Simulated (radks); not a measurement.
Values are calculated unless marked as measured or tabulated.
The nuclear charge of neutral technetium is varied continuously with 43 electrons held in [Kr] 4d5 5s2. Level of theory: Dirac Kohn-Sham, PBE, spin-unpolarised, spherical densities, point nucleus; open shells fill j = l - 1/2 first (a radial shooting solver on a logarithmic mesh with Libxc functionals). By the Hellmann-Feynman theorem dE/dZ = E(electron-nucleus)/Z, the electronic potential at the nucleus.

| Z | E (hartree) | E(electron-nucleus)/Z (hartree) | HOMO | e(HOMO) (eV) | <r> HOMO (bohr) |
|---|---|---|---|---|---|
| 42.8 | -4238.26957 | -239.339 | 5s1/2 | -3.674 | 3.436 |
| 43 | -4286.29186 | -240.884 | 5s1/2 | -5.027 | 3.305 |
| 43.2 | -4334.62291 | -242.427 | 5s1/2 | -6.472 | 3.190 |
| 43.4 | -4383.26250 | -243.969 | 5s1/2 | -8.002 | 3.086 |
| 43.6 | -4432.21049 | -245.511 | 5s1/2 | -9.614 | 2.992 |
| 43.8 | -4481.46678 | -247.052 | 5s1/2 | -11.304 | 2.907 |
| 44 | -4531.03132 | -248.593 | 5s1/2 | -13.068 | 2.828 |

The central difference of E at Z = 43 is -240.883 hartree, to compare with the third column; the second derivative is -7.72 hartree.
